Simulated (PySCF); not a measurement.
Two species compared at the same levels of theory.

First species: C₃H₁₀N₂OSi.
Atom-mapped SMILES: `[CH3:1][C:2](=[O:3])[N:4]([CH3:5])[SiH2:6][NH2:7]` (hydrogens: H8, H9, H10 on C1; H11, H12, H13 on C5; H14, H15 on Si6; H16, H17 on N7)

Cartesian coordinates in Å at the GFN2-xTB level; atoms count from 1:
```xyz
17
C3H10N2OSi angstrom
C      2.0984    0.7000   -1.0145
C      0.5867    0.6255   -1.0469
O     -0.0601    1.2230   -1.8866
N     -0.0219   -0.1242   -0.0999
C      0.7441   -0.8216    0.9067
Si    -1.7729   -0.3417   -0.1434
N     -2.2453    0.0976    1.4598
H      2.4364    1.1735   -0.0947
H      2.4319    1.2920   -1.8624
H      2.5334   -0.2951   -1.0738
H      1.3710   -1.5994    0.4622
H      1.3827   -0.1324    1.4632
H      0.0524   -1.2875    1.6033
H     -2.3610    0.3830   -1.2532
H     -2.0019   -1.7881   -0.2234
H     -3.1914   -0.1068    1.7374
H     -1.9896    1.0141    1.7959
```

Second species: C2H3FP2.
SMILES: `P1(P)C(F)=C1`

Levels: CAM-B3LYP/def2-SVPD for dipole moment, HOMO energy, LUMO energy, HOMO–LUMO gap, static isotropic polarisability and electronic spatial extent ⟨r²⟩ about the centre of nuclear charge; TDDFT CAM-B3LYP/def2-SVPD for lowest singlet excitation; TDA CAM-B3LYP/def2-SVPD for lowest triplet excitation (Tamm–Dancoff); GFN2-xTB for rotational constant A and rotational constant C. Geometries: GFN2-xTB. All species are isolated and taken at one optimised geometry, non-relativistic unless stated. Electronic properties by PySCF.

Dipoles, sizes and rotational constants follow the conformer. The torsions of the flexible species, by atom-mapped SMILES:
- `[CH3:1][C:2](=[O:3])[N:4]([CH3:5])[SiH2:6][NH2:7]`: C1–C2–N4–C5 0°, C2–N4–Si6–N7 -128°, H–N7–Si6–N4 -169°, H–N7–Si6–N4 57°
- `[F:1][C:2]1=[CH:3][P:4]1[PH2:5]`: H–P5–P4–C3 154°, H–P5–P4–C3 -114°

Values for the first species:

| Quantity | Value |
| --- | --- |
| Dipole moment | 3.34 D |
| HOMO energy | -8.49 eV |
| LUMO energy | 0.94 eV |
| HOMO–LUMO gap | 9.43 eV |
| Lowest singlet excitation | 5.52 eV |
| Lowest triplet excitation (Tamm–Dancoff) | 5.08 eV |
| Static isotropic polarisability | 79.7 au |
| Electronic spatial extent ⟨r²⟩ about the centre of nuclear charge | 1048 bohr² |
| Rotational constant A | 3.726 GHz |
| Rotational constant C | 1.200 GHz |

Problem. Estimate the same properties for the second species, and the change in each.

Solution. 
```tsv
property	first	second	second less first
dipole moment	3.34 D	1.18 D	-2.16 D
HOMO energy	-8.49 eV	-7.79 eV	+0.70 eV
LUMO energy	0.94 eV	0.42 eV	-0.52 eV
HOMO–LUMO gap	9.43 eV	8.21 eV	-1.22 eV
lowest singlet excitation	5.52 eV	4.63 eV	-0.89 eV
lowest triplet excitation (Tamm–Dancoff)	5.08 eV	3.94 eV	-1.14 eV
static isotropic polarisability	79.7 au	73.8 au	-5.9 au
electronic spatial extent ⟨r²⟩ about the centre of nuclear charge	1048 bohr²	689 bohr²	-359 bohr²
rotational constant A	3.726 GHz	6.007 GHz	+2.281 GHz
rotational constant C	1.200 GHz	1.716 GHz	+0.516 GHz
```

On the first: The principal polarisabilities are 65.7, 82.8 and 90.8 au; their mean is the isotropic value. The dipole matches unit charges of opposite sign 0.70 Å apart (1 e·Å = 4.8032 D). GFN2-xTB frequencies show an imaginary mode (58i cm⁻¹), so this geometry is no minimum at that level.

On the second: The polarisability is 10.94 Å³ as a volume (1 au = 0.148185 Å³), or 1.37 au for each of the 54 electrons. The principal polarisabilities are 64.1, 65.3 and 92.2 au; their mean is the isotropic value.
